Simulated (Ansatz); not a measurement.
Reaction (silylene formation by 1,1-elimination): `O[SiH2][SiH2]F` → `O[SiH]` + `F[SiH3]`

Computed with Ansatz on PBE0-D4/def2-TZVP structures; ΔE is electronic, products minus reactants. CCSD(T)/CBS is extrapolated from def2-TZVPP and def2-QZVPP, frozen cores. Each species was taken in one conformer, which may not be the lowest.

```csv
species,CCSD(T)/def2-QZVPP energy (Eh)
`O[SiH2][SiH2]F`,-756.17058
`O[SiH]`,-365.41344
`F[SiH3]`,-390.69416
```

Q: Work out ΔE.

A: ΔE = (-365.41344) + (-390.69416) − (-756.17058) = 0.06298 Eh = +165.4 kJ/mol. CCSD(T)/CBS gives +170.0 kJ/mol.

Largest T1 diagnostic among the species: 0.016.

From PBE to PBE0 (25 % exact exchange), in def2-TZVPP and without D4, ΔE moves by +11.4 kJ/mol. The D4 term adds +12.1 kJ/mol with B3LYP and +6.6 kJ/mol with PBE0; it sums over pairs of atoms, weighted by their polarisabilities, and B3LYP, whose exchange is more repulsive, gets the larger term.

B3LYP here is the variant with VWN-RPA as its local correlation; programs differ in this.
